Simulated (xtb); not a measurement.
Harmonic IR lines of one isomer of C8H10SSi, unscaled. All values below come from GFN2-xTB run with xtb.

wavenumber (cm⁻¹): 188 (w), 548 (w), 560 (w), 644 (w), 774 (s), 789 (vs), 859 (w), 883 (w), 1011 (w), 1037 (w), 1164 (w), 1377 (w), 1542 (w), 1578 (w), 2261 (vs), 2266 (s), 2406 (m), 3042 (vw), 3051 (w), 3071 (w), 3098 (w), 3111 (w), 3133 (w)

Problem. Identify which structure gives these lines.
A. `C=Cc1cc([SiH3])cc(S)c1`
B. `C=C(S)c1ccc([SiH3])cc1`
C. `C=C(S)c1cccc([SiH3])c1`
D. `C=Cc1ccc([SiH3])c(S)c1`

Solution. D, `C=Cc1ccc([SiH3])c(S)c1`
